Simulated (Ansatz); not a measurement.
Stepwise reaction of `[NH2][Ti]([NH2])([F])[F]` with water, as a gas-phase model of exchange steps in deposition or etching. ΔE in kJ/mol; ΔG adds harmonic PBE0-D4 terms to CCSD(T)/CBS, at 1 bar.

Program: Ansatz. Geometries: PBE0-D4/def2-TZVP. ΔE: electronic, gas phase. CCSD(T)/CBS is the MP2 limit (def2-TZVPP, def2-QZVPP) plus CCSD(T) − MP2 in def2-TZVPP, frozen cores. This one scheme is used for every species. Functionals use def2-TZVPP. B3LYP here is the variant with VWN-RPA as its local correlation; programs differ in this. For Ti outer-core shells are correlated without core-valence functions, which leaves a few kJ/mol of doubt a bond. Scalar relativity is left out up to krypton. Each species was taken in one conformer, which may not be the lowest.

| step | reaction | PBE-D4 | B3LYP-D4 | ωB97M-V | CCSD(T)/CBS | ΔG(500 K) |
| --- | --- | --- | --- | --- | --- | --- |
| 1 | `[NH2][Ti]([NH2])([F])[F]` + H₂O → `[NH2][Ti]([OH])([F])[F]` + NH₃ | -57.2 | -58.6 | -59.0 | -52.5 | -54.2 |
| 2 | `[NH2][Ti]([OH])([F])[F]` + H₂O → `[OH][Ti]([OH])([F])[F]` + NH₃ | -55.7 | -55.3 | -55.8 | -49.5 | -43.1 |

(1) By hand: ΔE of the 2 steps together at CCSD(T)/CBS.

## Answers

(1) (-52.5) + (-49.5) = -102.0 kJ/mol, or -51.0 kJ/mol a step.

In ΔE the steps differ by no more than 3.0 kJ/mol. All are downhill at CCSD(T)/CBS. ΔG lies between -54.2 and -43.1 kJ/mol a step. PBE-D4 differs from CCSD(T)/CBS by -6.2 to -4.7 kJ/mol a step. Isolated molecules leave out the surface, adducts and barriers. Largest T1 diagnostic: 0.024.
